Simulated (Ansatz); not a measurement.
One geometry of Sn(NMeEt)H3 (C3H11NSn), several levels of theory.

```yaml
crystal:
  periodic: [false, false, false]
  atoms:
    - {symbol: Sn, position_ang: [0.001603, 0.468138, -2.083110]}
    - {symbol: N, position_ang: [-0.418354, 0.585171, -0.075847]}
    - {symbol: C, position_ang: [0.353478, 1.510531, 0.726058]}
    - {symbol: C, position_ang: [-0.837226, -0.619200, 0.618777]}
    - {symbol: C, position_ang: [0.270312, -1.611070, 0.984714]}
    - {symbol: H, position_ang: [-0.197428, 1.753753, 1.656768]}
    - {symbol: H, position_ang: [1.360576, 1.150782, 1.033823]}
    - {symbol: H, position_ang: [0.500330, 2.459938, 0.183431]}
    - {symbol: H, position_ang: [-1.364980, -0.311993, 1.546484]}
    - {symbol: H, position_ang: [-1.595374, -1.135214, 0.000772]}
    - {symbol: H, position_ang: [-0.140982, -2.483267, 1.519067]}
    - {symbol: H, position_ang: [0.785205, -1.982401, 0.081827]}
    - {symbol: H, position_ang: [1.029910, -1.150944, 1.636955]}
    - {symbol: H, position_ang: [1.560515, -0.180755, -2.444051]}
    - {symbol: H, position_ang: [-0.085167, 2.081672, -2.650621]}
    - {symbol: H, position_ang: [-1.222415, -0.535130, -2.735035]}
basis:
  gaussian: {orbitals: def2-SVP, initial_orbitals: start.molden}
hamiltonian: {xc: pbe0, dispersion: d4}
scf: {omitted_lower_state_checks: [starts]}
output: {orbitals: {seedname: orbitals}}
```

The file start.molden holds the orbitals of an earlier run on this structure, at another level or in another basis.

```sh
$ ansatz run in.yaml --threads 4 --pin off --events-out ev --progress --plain --max-ram 4787MiB
```

It prints (some lines left out):

```
Functional definition: PBE0
1638 factors; their error is unknown
mean field evaluation 1: about -10601.4077 eV, gradient 2.7e1 eV
mean field evaluation 2: about -10601.6379 eV, gradient 3.3e-1 eV
mean field evaluation 4: about -10601.6860 eV, gradient 7.2e-4 eV
mean field -10601.68596151 eV, -389.6047730046 hartree, gradient 9.1e-6 eV, S^2 0.000000; 0 other end points of the search recorded, 0 dependent functions left out
reference -10601.68599520 eV, -389.6047742427 hartree; 29, 29 occupied and 108, 108 virtual orbitals, 1638 factors
Total energy: -10601.99563824 eV, -389.6161534145 hartree
Checks for a lower state left out: starts
```

Hardware: 4 threads of Intel Xeon on a shared host. Wall time 3.8 s.

The first input with `gaussian: {orbitals: def2-TZVP, initial_orbitals: start.molden}`, `hamiltonian: {xc: {name: BHLYP}, dispersion: d4}` (abridged; 7.5 s):

```
Functional definition: BHLYP
mean field -10607.75551061 eV, -389.8278248199 hartree, gradient 8.7e-6 eV, S^2 0.000000
Total energy: -10608.19647552 eV, -389.8440299816 hartree
Checks for a lower state left out: starts
```

First input, but with `gaussian: {orbitals: def2-TZVP, initial_orbitals: start.molden}`, `hamiltonian: {xc: pbe}`, `correlation: {method: rpa}` and without the key `output` (abridged; 15 s):

```
Functional definition: PBE
mean field -10606.01276724 eV, -389.7637801824 hartree, gradient 4.6e-6 eV, S^2 0.000000
8 core orbitals not correlated: weight in the atoms' cores, before any rotation towards them, 1.000 or more for the frozen orbitals, at most 0.000 for the correlated occupied ones
Total energy: -10597.73182057 eV, -389.4594610055 hartree
Checks for a lower state left out: starts
```

As the first input, with `gaussian: {orbitals: def2-TZVP, initial_orbitals: start.molden}` (abridged; 8 s):

```
Functional definition: PBE0
mean field -10607.09224477 eV, -389.8034502499 hartree, gradient 2.6e-5 eV, S^2 0.000000
Total energy: -10607.40193266 eV, -389.8148310698 hartree
Checks for a lower state left out: starts
```

The first input with `gaussian: {orbitals: def2-TZVPD, initial_orbitals: start.molden}`, `hamiltonian: {xc: pbe, dispersion: d4}` (abridged; 7.5 s):

```
Functional definition: PBE
mean field -10606.04679778 eV, -389.7650307816 hartree, gradient 9.4e-6 eV, S^2 0.000000
Total energy: -10606.41025588 eV, -389.7783876205 hartree
Checks for a lower state left out: starts
```

As the first input, with `gaussian: {orbitals: def2-TZVPD, initial_orbitals: start.molden}` (abridged; 12 s):

```
Functional definition: PBE0
mean field -10607.11986076 eV, -389.8044651187 hartree, gradient 1.5e-5 eV, S^2 0.000000
Total energy: -10607.42955400 eV, -389.8158461356 hartree
Checks for a lower state left out: starts
```

As the first input, with `gaussian: {orbitals: def2-TZVP, initial_orbitals: start.molden}`, `hamiltonian: {xc: pbe, dispersion: d4}`, `output: {forces: true, orbitals: {seedname: orbitals}}` (abridged; 7 s):

```
Functional definition: PBE
mean field -10606.01286820 eV, -389.7637838925 hartree, gradient 2.0e-5 eV, S^2 0.000000
Total energy: -10606.37632122 eV, -389.7771405449 hartree
Atom 0 force    -0.016458    -0.008399     0.132279 eV/Å
Atom 1 force    -0.111574     0.067819    -0.177116 eV/Å
Atom 2 force     0.162498     0.136906     0.112451 eV/Å
Atom 3 force    -0.130575    -0.106872     0.042097 eV/Å
Atom 4 force     0.125570    -0.093724     0.033334 eV/Å
Atom 5 force     0.007143    -0.029758    -0.045326 eV/Å
Atom 6 force    -0.058321     0.012433    -0.025255 eV/Å
Atom 7 force    -0.012813    -0.058615     0.016432 eV/Å
Atom 8 force     0.039295     0.004674    -0.039538 eV/Å
Atom 9 force     0.055329     0.032864     0.017277 eV/Å
Atom 10 force     0.010395     0.043721    -0.024709 eV/Å
Atom 11 force    -0.037636     0.024072     0.050688 eV/Å
Atom 12 force    -0.049014    -0.021102    -0.038069 eV/Å
Atom 13 force     0.077389    -0.033168    -0.007999 eV/Å
Atom 14 force     0.002656     0.086487    -0.018396 eV/Å
Atom 15 force    -0.063886    -0.057338    -0.028150 eV/Å
Dipole moment:     0.048060    -0.043268     0.043795 e Å
Checks for a lower state left out: starts
```

Geometry: r2SCAN-D4/def2-SVP.

In the def2 sets Sn takes a core potential; there is no spin–orbit coupling. Correlated methods freeze 8 core orbitals; core or outer-core shells of Sn are correlated, in sets that lack core-valence functions.
